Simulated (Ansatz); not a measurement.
Frontier orbitals of `C[OH+][GaH3-]`.

Cartesian coordinates in Å:
```
C -0.243 -1.321 -0.455
O 0.280 -0.486 0.579
Ga 0.317 1.628 0.188
H -0.144 -2.371 -0.175
H -1.287 -1.077 -0.665
H 0.357 -1.125 -1.341
H -0.191 -0.646 1.402
H -1.188 1.745 -0.290
H 1.442 1.611 -0.913
H 0.659 2.043 1.670
```

The species carries charge 0 and has multiplicity 1. Correlated methods include outer-core shells of Ga, which these sets cover unevenly. Scalar relativity is left out up to krypton. The geometry is a stationary point of PBE0-D4/def2-TZVP. Basis def2-TZVPP, Ansatz 0.2.0.

Orbital energies of one run (eV). Highest occupied ones, from the top: -6.35, -6.48, -7.98, -9.18, -10.24, -11.73, -12.39, -13.99, -18.06, -18.57, -18.58, -18.68, -18.70, -18.85. Empty: -1.05, 0.47, 0.66, 1.48, 1.77, 1.93.

Q: Which functional gave them?
A. revPBE
B. r2SCANh
C. r2SCAN
D. PBE0

A: A. HOMO energies: revPBE -6.35, PBE0 -7.64, r2SCAN -6.71, r2SCANh -7.16 eV.
